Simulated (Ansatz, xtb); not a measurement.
Dimer: C2H2 (SMILES C#C) (first 4 atoms) with N2 (SMILES N#N); geometry from B3LYP-D3(BJ)/def2-TZVP, rigid monomers moved along the line of their centres of mass till H4···N6 is 2.34 Å.
(charge 0, multiplicity 1):
```xyz
6

C     -0.437     0.428    -1.031
C     -0.041     0.040     0.030
H     -0.790     0.773    -1.972
H      0.309    -0.302     0.974
N      0.403    -0.396     4.389
N      0.476    -0.467     3.303
```

Counterpoise-corrected where a basis set is named; no monomer relaxation.

The values were computed with Ansatz (a program for electronic structure) with Gaussian orbitals; xtb for the GFN methods. 

Q: What interaction energy does GFN1-xTB give?

A: -0.5 kcal/mol

Q: Estimate the interaction energy that PBE0/def2-TZVPPD returns for this input.

A: -0.1 kcal/mol

Q: What interaction energy does HF/aug-cc-pVTZ give?

A: 0.7 kcal/mol
